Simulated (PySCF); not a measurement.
## Vibration and rotation of CSe

RHF-CCSD(T) constants of CSe, ¹Σ⁺ (singlet), closed shell (basis C pcseg-1, Se pcseg-1; no relativity; PySCF 2.14; masses 12.0000 and 79.9165 u):

* ωe: 1008.9 cm⁻¹
* ωexe: 5.01 cm⁻¹
* Be: 0.55866 cm⁻¹
* αe: 0.00381 cm⁻¹
* D (centrifugal): 6.85e-07 cm⁻¹
* De to C + Se: 5.59 eV

Estimate the standard entropy (1 bar) and heat capacity of the ideal gas at 500 K, rigid rotor with B0 and harmonic oscillator at the fundamental.

Translation (Sackur–Tetrode, M = 91.92 u): 176.0 J/(mol K). Rotation: q = kT/(σB0) = 624 with σ = 1, 61.8. Vibration: x = hcν0/kT = 2.87, 1.91. S° = 239.7 J/(mol K); Cp = 7R/2 + 4.36 = 33.5 J/(mol K).

Correlated steps freeze 10 core orbitals. Correlated levels converge slowly with the basis: in double zeta they bind strong bonds too weakly, by up to about 1 eV, and carry superposition errors of some tenths. Where the molecule has an RHF reference, its open-shell atoms are computed with UHF. The CCSD T1 diagnostic is raised, a sign that a single reference may not be enough here.
